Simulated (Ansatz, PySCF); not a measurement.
C2H7NSi2, SMILES C(#N)C[SiH2][SiH3]. Atoms are numbered in the order given.

```xyz
12

N      2.2811    -1.3206     0.8277
C      1.7216    -0.3067     0.8914
C      0.9697     0.9370     0.9165
Si    -0.2899     1.0446    -0.5346
Si    -1.6716    -0.8571    -0.5307
H      1.6602     1.7950     0.8639
H      0.4199     1.0160     1.8691
H     -1.0790     2.2951    -0.3299
H      0.4726     1.1570    -1.8107
H     -2.2824    -1.0112     0.8230
H     -2.7591    -0.6905    -1.5387
H     -0.8713    -2.0706    -0.8547
```
Charge 0, spin multiplicity 1.

Geometry: B3LYP-D3(BJ)/def2-SVP. The structure was generated by enumeration, and PubChem lists no compound with its InChIKey, so it may never have been made. One conformer was computed; it need not be the lowest.

Two levels are set side by side: PBE-D3(BJ)/def2-SVP (Ansatz, an electronic-structure program) and B3LYP-D3(BJ)/def2-SVP (Ansatz). Each level has its own optimised geometry; the coordinates shown are those of the second. Frequencies come from the Hessian of PySCF at each geometry. Differences are taken from unrounded values.

```csv
quantity,B3LYP-D3(BJ)
mean bond length (Å),1.505
bond N1–C2 (Å),1.160
bond C2–C3 (Å),1.454
bond C3–Si4 (Å),1.924
bond Si4–Si5 (Å),2.351
bond C3–H6 (Å),1.103
bond C3–H7 (Å),1.103
bond Si4–H8 (Å),1.493
bond Si4–H9 (Å),1.491
bond Si5–H10 (Å),1.493
bond Si5–H11 (Å),1.492
bond Si5–H12 (Å),1.489
highest harmonic wavenumber (cm⁻¹),3105
mean harmonic wavenumber (cm⁻¹),1137
zero-point energy (kcal/mol),48.75
```

Problem. What does PBE-D3(BJ) give, and how far is it from B3LYP-D3(BJ)? (An estimate is asked for; the answer gives what the named calculation found.)

Solution. 
```json
[
 {"quantity": "mean bond length (Å)", "PBE-D3(BJ)": "1.514", "PBE-D3(BJ) minus B3LYP-D3(BJ)": "0.009"},
 {"quantity": "bond N1–C2 (Å)", "PBE-D3(BJ)": "1.173", "PBE-D3(BJ) minus B3LYP-D3(BJ)": "0.013"},
 {"quantity": "bond C2–C3 (Å)", "PBE-D3(BJ)": "1.453", "PBE-D3(BJ) minus B3LYP-D3(BJ)": "-0.001"},
 {"quantity": "bond C3–Si4 (Å)", "PBE-D3(BJ)": "1.932", "PBE-D3(BJ) minus B3LYP-D3(BJ)": "0.007"},
 {"quantity": "bond Si4–Si5 (Å)", "PBE-D3(BJ)": "2.352", "PBE-D3(BJ) minus B3LYP-D3(BJ)": "0.001"},
 {"quantity": "bond C3–H6 (Å)", "PBE-D3(BJ)": "1.111", "PBE-D3(BJ) minus B3LYP-D3(BJ)": "0.008"},
 {"quantity": "bond C3–H7 (Å)", "PBE-D3(BJ)": "1.111", "PBE-D3(BJ) minus B3LYP-D3(BJ)": "0.008"},
 {"quantity": "bond Si4–H8 (Å)", "PBE-D3(BJ)": "1.506", "PBE-D3(BJ) minus B3LYP-D3(BJ)": "0.013"},
 {"quantity": "bond Si4–H9 (Å)", "PBE-D3(BJ)": "1.504", "PBE-D3(BJ) minus B3LYP-D3(BJ)": "0.013"},
 {"quantity": "bond Si5–H10 (Å)", "PBE-D3(BJ)": "1.506", "PBE-D3(BJ) minus B3LYP-D3(BJ)": "0.013"},
 {"quantity": "bond Si5–H11 (Å)", "PBE-D3(BJ)": "1.505", "PBE-D3(BJ) minus B3LYP-D3(BJ)": "0.013"},
 {"quantity": "bond Si5–H12 (Å)", "PBE-D3(BJ)": "1.502", "PBE-D3(BJ) minus B3LYP-D3(BJ)": "0.013"},
 {"quantity": "highest harmonic wavenumber (cm⁻¹)", "PBE-D3(BJ)": "3047", "PBE-D3(BJ) minus B3LYP-D3(BJ)": "-58"},
 {"quantity": "mean harmonic wavenumber (cm⁻¹)", "PBE-D3(BJ)": "1101", "PBE-D3(BJ) minus B3LYP-D3(BJ)": "-35"},
 {"quantity": "zero-point energy (kcal/mol)", "PBE-D3(BJ)": "47.24", "PBE-D3(BJ) minus B3LYP-D3(BJ)": "-1.51"}
]
```

Exact exchange shortens and stiffens bonds; PBE has none. Differences between two approximate levels are no errors against the true value.
